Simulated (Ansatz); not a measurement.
`[OH][AlH][NH][SiH3]` and `[SiH3][NH][AlH][TeH]` differ in one element.

Ansatz, PBE0-D4/def2-TZVP geometries, multiplicity 1. Each molecule was computed in one conformer, which needn't be the lowest.

Elements past krypton have def2 core potentials.

| property | `[OH][AlH][NH][SiH3]` |
| --- | --- |
| size of the dipole moment (PBE/def2-TZVPP) / D | 1.52 |
| HOMO–LUMO gap (PBE/def2-TZVPP) / eV | 5.36 |
| LUMO energy (PBE0/def2-TZVPP) / eV | -0.15 |
| size of the dipole moment (B3LYP/def2-TZVPP) / D | 1.61 |
| HOMO–LUMO gap (ωB97M-V/def2-TZVPP) / eV | 11.29 |
| LUMO energy (B3LYP/def2-TZVPP) / eV | -0.37 |

(1) Give the same properties after the change, and the shifts. (An estimate is asked.)

Results:

(1) Computed: 
```csv
property,`[SiH3][NH][AlH][TeH]`,shift
size of the dipole moment (PBE/def2-TZVPP) / D,1.10,-0.42
HOMO–LUMO gap (PBE/def2-TZVPP) / eV,4.12,-1.24
LUMO energy (PBE0/def2-TZVPP) / eV,-0.86,-0.71
size of the dipole moment (B3LYP/def2-TZVPP) / D,1.19,-0.42
HOMO–LUMO gap (ωB97M-V/def2-TZVPP) / eV,9.50,-1.79
LUMO energy (B3LYP/def2-TZVPP) / eV,-1.01,-0.64
```

With PBE0 the HOMO rises by 0.88 eV and the LUMO falls by 0.71 eV, so the gap narrows by about 1.59 eV. PBE moves the HOMO by 0.57 eV and ωB97M-V by 1.15 eV. Dipoles are sizes alone; their direction can turn.

B3LYP here is the variant with VWN-RPA as its local correlation; programs differ in this.

Spin–orbit coupling is left out; it splits and shifts lone-pair levels of the heavy atoms by tenths of an eV.
